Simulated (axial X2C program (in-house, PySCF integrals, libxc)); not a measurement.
Low determinants of MnBr at the PBE0 level, two-component

Calculated with an in-house relativistic program for diatomic molecules. Two-component (2c) means X2C with spin–orbit coupling and atomic mean-field two-electron Coulomb and Gaunt terms. Basis: Br dyall-cv3z [8s9p6d4f1g], Mn dyall-cv3z [9s10p6d3f2g] (cores contracted in-house); Gaussian nuclei, density fitting, unrestricted open shells. Masses: Br 78.918 u, Mn 54.938 u.

Search at 2.330 Å (vertical energies from the lowest determinant):

| ΔE (eV) | state | electrons beyond evenly filled partner blocks | electrons in ±ω = 1/2, 3/2, 5/2, 7/2 |
| --- | --- | --- | --- |
| 0.00 | Ω = 3 | ω = 1/2, ω = 5/2 | 41 16 3 0 |
| 0.64 | Ω = 2 | ω = -1/2, ω = 5/2 | 41 16 3 0 |
| 1.74 | Ω = 1 | ω = -3/2, ω = 5/2 | 40 17 3 0 |
| 1.88 | Ω = 4 | ω = 3/2, ω = 5/2 | 40 17 3 0 |
| 3.01 | Ω = 2 | 2 × ω = 1/2, ω = -3/2, ω = 5/2 | 42 15 3 0 |
| 3.21 | Ω = 1 | 2 × ω = 1/2 | 40 16 4 0 |
| 3.32 | Ω = 1 | ω = -3/2, ω = 5/2 | 42 15 3 0 |

Lowest determinant, Ω = 3 (⟨Sz⟩ = 3.00, ⟨Lz⟩ = 0.00 at PBE0): Re = 2.382 Å, ωe = 284.9 cm⁻¹.

The determinant in row 2 of the search, Ω = 2 (⟨Sz⟩ = 2.00, ⟨Lz⟩ = 0.00 at PBE0), was followed along the bond at PBE0; measured from the minimum of the lowest determinant it gives:

Te = 0.654 eV (5272 cm⁻¹), Re = 2.316 Å, ωe = 295.8 cm⁻¹.

**Question.** Compare the bond of the determinant in row 2 with that of the lowest one.

**Answer.** At PBE0 its Re is 0.066 Å shorter and its force constant, which goes as ωe², is 1.08 times that of the lowest determinant. T0 ≈ Te + Δωe/2 = 5272 + (5) = 5277 cm⁻¹.

The search compares states at one distance, so a state with another bond length can lie lower; it is not exhaustive and yields mostly the lowest determinant of each block pattern, so other components and higher states of one pattern are missing. These are energies of single determinants, not of spin-adapted states; PBE0 term energies can be off by some tenths of an eV, and the functional has no current term. Open-shell Ω = 0 determinants with evenly filled partner blocks cannot be reached by this program, so the Ω shown need not be the lowest component. The lowest determinant need not be the ground state where others lie within half an eV.
